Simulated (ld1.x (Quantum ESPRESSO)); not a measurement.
## What one change does to a pseudopotential (Ag, TM semilocal)

ld1.x (Quantum ESPRESSO) 7.5 input, shortened:

```
&input
   title='Ag', zed=47., rel=1, dft='PBE', iswitch=3,
   config='[Kr] 4d10 5s1 5p0'
 /
 &inputp
   pseudotype=1, tm=.true., lloc=2,
   nlcc=.false.
 /
3
5S  1  0   1.00   0.00  1.75  1.75  0.0
5P  2  1   0.00   0.00  2.65  2.65  0.0
4D  3  2  10.00   0.00  1.30  1.30  0.0
 &test
   configts(1)='4d10 5s1 5p0'
 /
```

Change: wave 4d (bound): rc 1.30 bohr becomes 4d (bound): rc 1.64 bohr.

Cutoffs: the cutoffs (Ry, on a coarse ladder) from which the occupation-weighted sum of valence levels, in a spherical-Bessel basis at the reference potential, stays within 10 and 1 mRy of its value at 400 Ry; they do not see the model core or the augmentation charge, which bear on the density cutoff. Errors are all-electron minus pseudo energies relative to the spin-unpolarised reference configuration.

Task: Predict the effect on cutoff, ghosts and configuration errors.

Result: The potential gets softer (80 Ry and 110 Ry → 70 Ry and 100 Ry); of the 7 tests that both files solve, the error grows in 1 and shrinks in 1 by more than 15 % and 0.3 meV (median size 13.9 → 15.5 meV); neither file shows a bound ghost. A larger radius leaves more room for a smooth pseudo-wave, so fewer plane waves are needed. A semilocal file is local in each channel, so a ghost entry of none says nothing of the separable form that plane-wave codes build from it.

```tsv
quantity	base	changed
cutoff, loose	80 Ry	70 Ry
cutoff, tight	110 Ry	100 Ry
loose cutoff by channel (10 mRy a level)	s 21 Ry, d 60 Ry	s 21 Ry, d 50 Ry
bound ghosts	none	none
error for 4d10 5s0 5p0, meV [ΔE 7.76 eV]	+11	+11
error for 4d9 5s0 5p0, meV [ΔE 29.87 eV]	+27	+23
error for 4d8 5s0 5p0, meV [ΔE 66.06 eV]	-67	-82
error for 4d9 5s2 5p0, meV [ΔE 4.08 eV]	-14	-15
error for 4d10 5s0.5 5p0, meV [ΔE 3.02 eV]	+1.6	+1.6
error for 4d9 5s1 5p1, meV [ΔE 8.57 eV]	-30	-32
error for 4d9 5s1 5p0, meV [ΔE 13.15 eV]	+4.8	+2.6
s: phases at 2.91 bohr within 0.05 rad from the reference energy up to (Ry; the scan ends near 5)	1.1	1.1
p: phases at 2.91 bohr within 0.05 rad from the reference energy up to (Ry; the scan ends near 5)	2.8	2.8
d: phases at 2.91 bohr within 0.05 rad from the reference energy up to (Ry; the scan ends near 5)	to the end of the scan	to the end of the scan
```
